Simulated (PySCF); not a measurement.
**FeBr3: what the settings change**

The complex FeBr3 (charge 0) contains Fe(III), shell d5. The structure is a PBE0-D3(BJ)/def2-TZVP geometry optimised for multiplicity 6; coordination trigonal planar, point group C2v, metal–donor distances 2.27 Å.

```
4

Fe    0.0000    0.0000    0.0000
Br    2.2750    0.0000    0.0000
Br   -1.1059    1.9911    0.0000
Br   -1.1059   -1.9911    0.0000
```

Method (PySCF 2.14, density fitting): CASSCF(5,5) with orbitals averaged over all microstates of the shell, strongly contracted NEVPT2 on the averaged canonical orbitals; basis x2c-TZVPall on the metal, x2c-SVPall elsewhere; spin-free X2C; gas phase; spin-orbit coupling by state interaction with the mean-field operator over all roots.

Base run: NEVPT2 ground state 6A1, next 4A1 at 19408, then 4B2 at 20080 cm⁻¹, B(CASSCF) 1055, ζ 338 cm⁻¹, D -1.51 cm⁻¹, g 2.002 2.002 2.002, μeff(300 K) 5.92 μB.

Question: What happens with the basis x2c-TZVPall on all atoms?

Answer: NEVPT2 ground state 6A1, next 4A1 at 19573, then 4B2 at 20235 cm⁻¹, B(CASSCF) 1057, ζ 340 cm⁻¹, D -1.48 cm⁻¹, g 2.002 2.002 2.002, μeff(300 K) 5.92 μB. It took 21 s against 15 s on a shared host of the same kind.

Question: What happens with orbitals averaged over the highest spin alone?

Answer: NEVPT2 ground state 6A1, next 4B1 at 24107, then 4A1 at 24160 cm⁻¹, B(CASSCF) 1164, ζ 398 cm⁻¹, D -1.06 cm⁻¹, g 2.002 2.002 2.002, μeff(300 K) 5.92 μB.

No frequencies were computed for the optimised geometry. Charge-transfer states lie outside this active space and may come lower than some of these levels. NEVPT2 on the d shell alone tends to put d–d bands too high for such charged or covalently bound ions.
